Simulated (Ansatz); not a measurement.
C3H3FSZn (`F[C]1([ZnH])C=CS1`). The species carries charge 0 and has multiplicity 1. The geometry is a stationary point of PBE0-D4/def2-TZVP.

```xyz
9

F    -0.156   -1.794    1.296
C    -0.181   -0.735    0.442
Zn   -1.023   -0.927   -1.338
C     1.013    0.137    0.351
C     0.424    1.327    0.556
S    -1.181    0.766    0.998
H    -1.643   -0.999   -2.740
H     2.021   -0.126    0.055
H     0.726    2.351    0.381
```

**Question.** What is the dipole moment at B3LYP/def2-TZVPP? (An estimate is asked.)

**Answer.** Ansatz gave: 1.67 D, with components (1.04, 0.72, -1.10) D in this frame, pointing from negative to positive charge.

**Question.** And with PBE, r2SCAN, ωB97M-V? (Best estimate.)

**Answer.** Ansatz gave: PBE 1.52 D, r2SCAN 1.63 D, ωB97M-V 1.71 D.

**Question.** Give the Mulliken charges with B3LYP, ωB97M-V, PBE in def2-TZVPP. (An estimate is asked.)

**Answer.** The calculation gave: 
| atom | B3LYP | ωB97M-V | PBE |
| --- | --- | --- | --- |
| F1 | -0.22 | -0.21 | -0.17 |
| C2 | 0.37 | 0.22 | 0.36 |
| Zn3 | 0.18 | 0.20 | 0.09 |
| C4 | -0.25 | -0.21 | -0.24 |
| C5 | -0.10 | -0.11 | -0.07 |
| S6 | -0.11 | -0.06 | -0.11 |
| H7 | -0.12 | -0.09 | -0.09 |
| H8 | 0.13 | 0.13 | 0.12 |
| H9 | 0.13 | 0.12 | 0.11 |

B3LYP here is the variant with VWN-RPA as its local correlation; programs differ in this.
